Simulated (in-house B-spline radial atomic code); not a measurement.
Atomic self-consistent-field run: Eu+ (with a hole in an inner shell). Method: Dirac-Hartree-Fock, average of the jj configuration, Fermi nucleus of rms radius 5.1115 fm. Calculated with a B-spline radial code for spherical atoms.

In the input, a minus or plus after the letter marks the j = l - 1/2 or j = l + 1/2 subshell.

Command:
```bash
python run_scf.py task.json out
```
Settings (nuclear radius in fm, mass in u):
```
Z                63
configuration    1s2 2s2 2p6 3s2 3p6 3d10 4s2 4p-1 4p+4 4d10 4f7 5s2 5p6 6s2
hamiltonian      dirac
method           hf
spin_polarised   False
nucleus          fermi
rms_radius       5.1115
atomic_mass      152.92124
speed_of_light   137.035999084
```

Output (hartree, bohr):
```
 radial grid: 81 intervals, B-splines of order 8, outer radius 60 bohr

 iter        energy (Eh)    residual
    1      -10798.325599    7.23e-01
    2      -10813.363007    1.22e+00
    3      -10833.799502    2.43e-01
    4      -10835.175340    7.18e-02
    5      -10835.363930    1.11e-02
    6      -10835.372273    8.50e-03
    7      -10835.374096    2.32e-03
    8      -10835.374360    8.26e-04
    9      -10835.374391    8.21e-05
   10      -10835.374392    1.96e-05
   11      -10835.374392    1.10e-06
   12      -10835.374392    1.12e-07

 total energy                    -10835.37439
 kinetic                           11777.4074
 electron-nucleus                 -26553.9992
 electron-electron                  3941.2173

 first-order corrections (not in the total)
   Gaunt                            10.9467
   retardation                      -1.1492
   frequency dependence             -0.1457
   self-energy                       7.6660
   Uehling                          -1.2186
   Wichmann-Kroll                    0.0375
   recoil                            0.0252

 orbital      occ     eigenvalue          <r>       <r^2>       <1/r>     <1/r^3>     <1/r^2>       r_max    small
 1s1/2      2.000     -1794.5987    0.0223142  0.00067906       70.22           -     11187.8      0.0142  5.50e-02
 2s1/2      2.000      -299.7337     0.094487   0.0106019     16.7432           -        1407     0.08063  1.21e-02
 2p1/2      2.000      -283.6759    0.0791561  0.00774242     16.6774           -     445.733     0.06114  1.21e-02
 2p3/2      4.000      -259.8227    0.0858315  0.00897141     14.8167     9366.99     299.215     0.06683  1.13e-02
 3s1/2      2.000       -68.4163     0.248145   0.0704976     6.11397           -     303.042      0.2285  3.85e-03
 3p1/2      2.000       -61.4346     0.238529   0.0661779     6.00799           -     96.4987      0.2161  3.77e-03
 3p3/2      4.000       -56.5175     0.250807   0.0729577     5.55011     1988.34     65.9418      0.2279  3.55e-03
 3d3/2      4.000       -44.6710     0.223059   0.0585551     5.41058     330.956     36.6497      0.1817  3.41e-03
 3d5/2      6.000       -43.6191     0.227027   0.0605275     5.29356     295.783     34.7469      0.1851  3.34e-03
 4s1/2      2.000       -14.8608     0.564626      0.3595     2.53017           -     70.8123      0.5266  1.19e-03
 4p1/2      1.000       -12.2770     0.581465    0.385589     2.41621           -     22.0817      0.5332  1.11e-03
 4p3/2      4.000       -11.0858     0.605273    0.416237     2.27487     432.354     15.3083      0.5569  1.05e-03
 4d3/2      4.000        -6.4087      0.64656     0.48466     2.04786     60.6966      7.6127      0.5681  8.77e-04
 4d5/2      6.000        -6.3239     0.654492    0.496157     2.01516      53.871     7.24958      0.5757  8.60e-04
 4f5/2      3.000        -1.0816     0.836589    0.886205     1.53021     7.88973      3.0305      0.5825  5.28e-04
 4f7/2      4.000        -1.0912      0.83793    0.887337     1.52421     7.72425      2.9985      0.5859  5.25e-04
 5s1/2      2.000        -2.5220      1.36688     2.09596    0.965546           -     11.8293       1.228  2.47e-04
 5p1/2      2.000        -1.6420      1.52332     2.63089    0.868197           -     3.48681        1.34  2.09e-04
 5p3/2      4.000        -1.4914      1.60465     2.91379    0.807686      57.261     2.29262       1.402  1.81e-04
 6s1/2      2.000        -0.4279      3.75373     15.7775     0.33146           -     1.31266       3.298  3.24e-05
```

Cost of the run: 2.1 s on 1 thread of Intel(R) Xeon(R) 6975P-C (shared host).

For the Dirac Hamiltonian the kinetic term is c α·p + (β - 1)c².
